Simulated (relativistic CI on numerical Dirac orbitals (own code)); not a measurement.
## Energy levels of Ag XIX

These numbers are calculated, not measured: Dirac-Coulomb-Breit CI, separate exchange-only KLI orbitals for each configuration, a model potential for QED, unscaled Slater integrals (own radial code, finite nucleus).

Configurations in the expansion (outside the closed core [Ar]): 3d¹⁰4s, 3d¹⁰4p, 3d¹⁰4d, 3d¹⁰4f, 3d¹⁰5s, 3d¹⁰5p, 3d¹⁰5d, 3d¹⁰5f, 3d¹⁰5g, 3d¹⁰6s, 3d¹⁰6p, 3d⁹4s², 3d¹⁰6d, 3d¹⁰6f, 3d¹⁰7s, 3d⁹4s4p, 3d¹⁰8s, 3d⁹4s4d, 3d⁹4s4f, 3d⁹4s5s, 3d⁹4s5p, 3d⁹4s5d, 3d⁹4s5f. Double excitations out of closed p, d and f shells are left out; levels of such configurations are missing from the list, as are those of other unlisted configurations, and high levels can miss mixing partners.

The lowest level is 3d¹⁰4s ²S1/2, with 100 % of that term; Hund's rules for 3d¹⁰4s give ²S with J = 1/2, in agreement.

| No. | Configuration | Term | J | E (Ry) | % | Next component (%) |
| --- | --- | --- | --- | --- | --- | --- |
| 1 | 3d¹⁰4s | ²S | 1/2 | 0.0000 | 100 |  |
| 2 | 3d¹⁰4p | ²P° | 1/2 | 2.8501 | 100 |  |
| 3 | 3d¹⁰4p | ²P° | 3/2 | 3.4385 | 100 |  |
| 4 | 3d¹⁰4d | ²D | 3/2 | 8.1203 | 100 |  |
| 5 | 3d¹⁰4d | ²D | 5/2 | 8.2275 | 100 |  |
| 6 | 3d¹⁰4f | ²F° | 5/2 | 13.0644 | 100 |  |
| 7 | 3d¹⁰4f | ²F° | 7/2 | 13.0715 | 100 |  |
| 8 | 3d¹⁰5s | ²S | 1/2 | 15.7929 | 100 |  |
| 9 | 3d¹⁰5p | ²P° | 1/2 | 17.0877 | 100 |  |
| 10 | 3d¹⁰5p | ²P° | 3/2 | 17.3439 | 100 |  |
| 11 | 3d¹⁰5d | ²D | 3/2 | 19.4469 | 100 |  |
| 12 | 3d¹⁰5d | ²D | 5/2 | 19.4960 | 100 |  |
| 13 | 3d¹⁰5f | ²F° | 5/2 | 21.5995 | 100 |  |
| 14 | 3d¹⁰5f | ²F° | 7/2 | 21.6052 | 100 |  |
| 15 | 3d¹⁰5g | ²G | 7/2 | 22.2384 | 100 |  |
| 16 | 3d¹⁰5g | ²G | 9/2 | 22.2408 | 100 |  |
| 17 | 3d¹⁰6s | ²S | 1/2 | 23.1616 | 100 |  |
| 18 | 3d¹⁰6p | ²P° | 1/2 | 23.8542 | 100 |  |
| 19 | 3d¹⁰6p | ²P° | 3/2 | 23.9900 | 100 |  |
| 20 | 3d⁹4s² | ²D | 5/2 | 25.1156 | 99 | 1 3d¹⁰6d ²D |
| 21 | 3d¹⁰6d | ²D | 3/2 | 25.1193 | 100 |  |
| 22 | 3d¹⁰6d | ²D | 5/2 | 25.1465 | 99 | 1 3d⁹4s² ²D |
| 23 | 3d⁹4s² | ²D | 3/2 | 25.5774 | 100 |  |
| 24 | 3d¹⁰6f | ²F° | 5/2 | 26.2708 | 100 |  |
| 25 | 3d¹⁰6f | ²F° | 7/2 | 26.2748 | 100 |  |
| 26 | 3d¹⁰7s | ²S | 1/2 | 27.2152 | 100 |  |
| 27 | 3d⁹4s4p | ⁴P° | 5/2 | 27.4221 | 62 | 21 ⁴D° |
| 28 | 3d⁹4s4p | ²F° | 5/2 | 27.5696 | 47 | 32 ⁴F° |
| 29 | 3d⁹4s4p | ⁴F° | 7/2 | 27.5995 | 59 | 21 ⁴D° |
| 30 | 3d⁹4s4p | ⁴P° | 3/2 | 27.6498 | 31 | 26 ⁴D° |

Energies count from the lowest computed level; ° marks odd parity.

The mean weight of the leading LS term, summed over parents, in these 30 levels is 93 %, and that of the leading jj configuration (from the same eigenvectors) 98 %.

At this charge energies of transitions that change n are usually good to better than 1 %, and those within a shell (Δn = 0) to a few per cent.

LS names give the leading component of a level, which can be under half, so a name can repeat, a term be missing and a line seem to break the LS rules.
